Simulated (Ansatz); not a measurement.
Ansatz (a first-principles code) job for CH₈FNSi₂, SMILES F[Si@@](N)([SiH3])C, PBE0/def2-TZVPD. The structure is a stationary point at B3LYP-D3(BJ)/def2-SVP. The structure was generated by enumeration; whether it is a known compound was not checked. One conformer was computed; it need not be the lowest.

Ansatz 0.2 input:
```yaml
crystal:
  periodic: [false, false, false]
  atoms:
    - {symbol: C, position_ang: [1.52694604, -0.93555892, 1.03339226]}
    - {symbol: Si, position_ang: [0.37426985, 0.17863733, 0.07105403]}
    - {symbol: N, position_ang: [0.12906399, 1.63345178, 0.95736869]}
    - {symbol: F, position_ang: [1.09488698, 0.44179730, -1.38744872]}
    - {symbol: Si, position_ang: [-1.72876204, -0.74096530, -0.40579982]}
    - {symbol: H, position_ang: [2.48615035, -0.42563918, 1.22562977]}
    - {symbol: H, position_ang: [1.74614026, -1.85432284, 0.46733126]}
    - {symbol: H, position_ang: [1.08630988, -1.21846664, 2.00207341]}
    - {symbol: H, position_ang: [-0.56103638, 2.31551021, 0.65787553]}
    - {symbol: H, position_ang: [0.90010171, 2.08608767, 1.44094648]}
    - {symbol: H, position_ang: [-2.62827655, 0.29918401, -0.99277234]}
    - {symbol: H, position_ang: [-2.36539949, -1.25466254, 0.84504698]}
    - {symbol: H, position_ang: [-1.62020621, -1.87208383, -1.37458579]}
basis:
  gaussian:
    orbitals: def2-TZVPD
hamiltonian:
  xc: {name: PBE0}
```

Log of the run:

```
WARN ansatz: RAYON_NUM_THREADS=2 ignored (pool sized by the plan → 2); use --threads N
Functional definition: PBE0
integrals: 0.26 GiB planned
1550 factors; their error is unknown
mean field: 2.15 GiB planned
mean field evaluation 1: about -21112.2744 eV, gradient 7.6e1 eV
mean field evaluation 2: about -21103.1931 eV, gradient 9.6e1 eV
mean field evaluation 4: about -21123.0004 eV, gradient 5.0e0 eV
mean field evaluation 8: about -21123.0528 eV, gradient 1.2e-1 eV
mean field evaluation 16: about -21123.0630 eV, gradient 7.1e-5 eV
mean field -21123.06303957 eV, -776.2582489779 hartree, gradient 7.1e-5 eV, S^2 0.000000; 0 other end points of the search recorded, 0 dependent functions left out
reference -21123.06308658 eV, -776.2582507056 hartree; 29, 29 occupied and 243, 243 virtual orbitals, 1550 factors
Total energy: -21123.06308658 eV, -776.2582507056 hartree
```

The calculation finished and met its thresholds.

Cost: around 7 core-seconds (rough).
